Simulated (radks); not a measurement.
Results of a calculation; reference values are marked as such.
The nuclear charge of the samarium ion Sm+ is varied continuously with 61 electrons held in [Xe] 4f6 6s1. Code: a radial shooting solver on a logarithmic mesh with Libxc functionals. Model: scalar-relativistic Kohn-Sham, PBE, spin-polarised, spherical densities, finite nucleus; open shells are filled with parallel spins first (spin-orbit coupling, left out, can overturn this in heavy ions); Fermi nuclear charge, rms radius 5.0819 fm. By the Hellmann-Feynman theorem dE/dZ = E(electron-nucleus)/Z, the electronic potential at the nucleus (averaged over a nucleus of fixed radius). The scalar-relativistic energy here is not variational (the density holds large components alone), so the two differ by a part that grows with Z.

Z     E (hartree)  E(electron-nucleus)/Z (hartree)  HOMO  e(HOMO) (eV)  <r> HOMO (bohr)
61.6  -10262.7698                         -405.365    4f        -4.446            1.065
61.8  -10344.4639                         -407.276    4f        -7.007            1.022
62    -10426.5448                         -409.184    6s        -8.801            3.860
62.2  -10509.0122                         -411.089    6s       -10.213            3.736
62.4  -10591.8657                         -412.993    6s       -11.690            3.623
62.6  -10675.1054                         -414.897    6s       -13.227            3.519
62.8  -10758.7311                         -416.801    6s       -14.822            3.425
63    -10842.7430                         -418.705    6s       -16.471            3.337

The central difference of E at Z = 62 is -411.371 hartree, to compare with the third column; the second derivative is -9.66 hartree.
